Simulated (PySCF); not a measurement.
## `C[Si@@](Cl)(C[SiH3])P[SiH3]`, C₂H₁₂ClPSi₃

Geometry:
```
atom   x (Å)   y (Å)   z (Å)
  C1   0.130  -2.412   0.508
 Si2  -0.404  -0.897  -0.529
 Cl3  -1.570  -1.594  -2.045
  C4  -1.425   0.322   0.519
 Si5  -1.925   1.928  -0.376
  P6   1.322   0.186  -1.489
 Si7   2.415   0.912   0.311
  H8   0.788  -2.120   1.321
  H9   0.658  -3.136  -0.105
 H10  -0.733  -2.913   0.937
 H11  -0.852   0.581   1.409
 H12  -2.324  -0.185   0.870
 H13  -0.725   2.586  -0.896
 H14  -2.579   2.800   0.606
 H15  -2.859   1.621  -1.458
 H16   2.091  -0.948  -1.664
 H17   2.629  -0.115   1.337
 H18   1.637   2.004   0.893
 H19   3.716   1.388  -0.155
```

Theory: TDDFT CAM-B3LYP/def2-SVPD circular dichroism and optical rotation, one conformer, gas phase (PySCF). Geometry: GFN2-xTB.

The molecule is flexible and this is one conformer; a measurement averages over conformers. Singlets 9 and 10 lie within 0.01 eV of each other, so their separate moments and overlaps can depend on how they mix.

Stereocentres: Si2 R.

Give the optical rotatory dispersion at 633, 589.3, 546, 436, 405, 365, 355 nm.

[α] in deg dm⁻¹ (g/mL)⁻¹:
| λ (nm) | origin-invariant length gauge | modified velocity gauge | length gauge (centre of mass) | isotropic polarisability (au) |
| --- | --- | --- | --- | --- |
| 633 | +49.6 | +43.2 | +49.7 | 147.7 |
| 589.3 | +58.2 | +50.9 | +58.4 | 148.4 |
| 546 | +69.4 | +60.6 | +69.6 | 149.3 |
| 436 | +119.6 | +104.8 | +120.0 | 152.9 |
| 405 | +144.6 | +126.8 | +145.1 | 154.6 |
| 365 | +191.4 | +168.2 | +192.3 | 157.5 |
| 355 | +207.0 | +181.9 | +208.0 | 158.4 |

And for the mirror image at 589.3 nm?

-58.2 deg dm⁻¹ (g/mL)⁻¹ (origin-invariant length gauge): the same size and the opposite sign.

What is the molar rotation [Φ] = [α]·M/100 of the geometry above at 589.3 nm?

With M = 186.80 g/mol, +108.8 deg cm² dmol⁻¹ (origin-invariant length gauge).

The first excitation lies at 6.09 eV (204 nm) with R = +8.1 × 10⁻⁴⁰ esu² cm² (velocity form).
